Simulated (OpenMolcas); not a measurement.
Ti²⁺.

```yaml
Program: OpenMolcas 26.06
Basis: ANO-RCC-VTZP [6s5p3d2f1g]
Scalar_Hamiltonian: DKH2, point nucleus
Active_space: 2 electrons in 5 orbitals (3d)
State_averaging: 2S+1 = 3 even, 10 roots; 2S+1 = 1 even, 15 roots kept (CI in the orbitals of an earlier block)
Spin-orbit_coupling: RASSI with atomic mean-field integrals over the reference wave functions, term energies averaged over their components
```

Two sets of levels on these reference wave functions, in cm-1 above 3d2 3F2: one from CASSCF and one from SS-CASPT2, IPEA 0.25 Eh, imaginary shift 0.1 Eh (closed shells correlated: 3s 3p).

```tsv
Level	Set 1	Set 2
3d2 3F2	0.0	0.0
3d2 3F3	195	193
3d2 3F4	447	446
3d2 1D2	8110	11380
3d2 3P0	11110	13580
3d2 3P1	11180	13640
3d2 3P2	11320	13780
3d2 1G4	15070	17670
3d2 1S0	32440	43260
```

Question: Which set is which?

Answer: Set 1 is SS-CASPT2. Its levels of the other terms of 3d2 lie at 0.71 to 0.85 of the other set's values, as expected, since terms of lower spin or lower L gain more correlation energy than the Hund ground term. Against 8 measured levels (Corliss and Sugar, J. Phys. Chem. Ref. Data 8, 1 (1979)) the mean absolute deviation is 360 cm-1 with it and 3300 cm-1 without; single levels miss by up to 680 cm-1 with it.

CASPT2 does not keep the components of a term degenerate, so their means are used; among the terms shown or strongly mixed into the levels shown the widest spread is 800 cm-1 (3d2 1G, SS-CASPT2). Terms from blocks run as CI alone lack orbitals of their own. Without dynamic correlation excited terms often stand tens of per cent too high (terms of higher spin than the ground term too low), and those without a measured partner can miss by more than the paired ones (holds for CASSCF). Computed and measured levels are paired by configuration, term and J; levels that our copy of the source lacks, or whose pairing is in doubt (as where it misses far off the trend of its configuration), stay unpaired and out of the deviations. Only configurations of the active space appear.
